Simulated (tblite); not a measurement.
C3H10BO3, charge +1, singlet, at a GFN2-xTB geometry; tblite 0.6.0 with GFN1-xTB.

Input for tblite:
```
$ tblite run mol.xyz --method gfn1 --charge 1 --spin 0 --json tblite.json --no-restart

# file mol.xyz
17

C      0.15683431     2.53425652    -0.34785853
O     -0.53708415     1.31730493    -0.09618469
B     -0.12483788     0.08001048     0.00055359
O     -0.80250431    -1.02543469     0.18071736
C     -2.22288310    -1.16389613     0.26844763
O      1.38032908    -0.19975549    -0.13585076
C      1.90550999    -1.52900677     0.09327589
H      0.84460794     2.42826681    -1.18766603
H      0.69494662     2.85168721     0.54740565
H     -0.59875153     3.27995768    -0.59103949
H     -2.71528689    -0.19472882     0.22236326
H     -2.44643146    -1.65871481     1.21278740
H     -2.54765464    -1.79182191    -0.56050416
H      1.94869990     0.47036884     0.27633700
H      2.91138608    -1.57342308    -0.32151260
H      1.91459255    -1.77025310     1.15555638
H      1.25538843    -2.22643081    -0.42914037
```

Output, abridged:

```
xTB calculator
 | screened Coulomb repulsion
 | Coulomb electrostatics
 |  * isotropic Klopman-Ohno-Mataga-Nishimoto electrostatics
 |  * onsite third-order electrostatics
 | DFT-D3(BJ) dispersion correction

halogen bonding energy    0.0000000000000E+00 Eh
repulsion energy          2.5118811140819E-01 Eh
dispersion energy        -5.2167480193312E-03 Eh
number of electrons       4.2000000000000E+01 e
integral cutoff           2.1261634374110E+01 bohr

------------------------------------------------------------
  cycle        total energy    energy error   density error
------------------------------------------------------------
      1     -26.55559759386  -2.6801569E+01   5.9438981E-01
      2     -26.88886110032  -3.3326351E-01   3.1499968E-01
      3     -26.89260709584  -3.7459955E-03   1.1977092E-01
      4     -26.89202438078   5.8271506E-04   3.6654778E-02
      5     -26.89638062109  -4.3562403E-03   1.6768882E-02
      6     -26.89741968643  -1.0390653E-03   5.6434503E-03
      7     -26.89754568249  -1.2599606E-04   1.0712065E-03
      8     -26.89754973981  -4.0573254E-06   3.5964189E-04
      9     -26.89755024536  -5.0554371E-07   1.7376658E-05
------------------------------------------------------------

electronic energy        -2.7143521608745E+01 Eh
total energy             -2.6897550245356E+01 Eh

Post processing:
 | Mayer-Wiberg bond orders

[Info] JSON dump of results written to 'tblite.json'
```
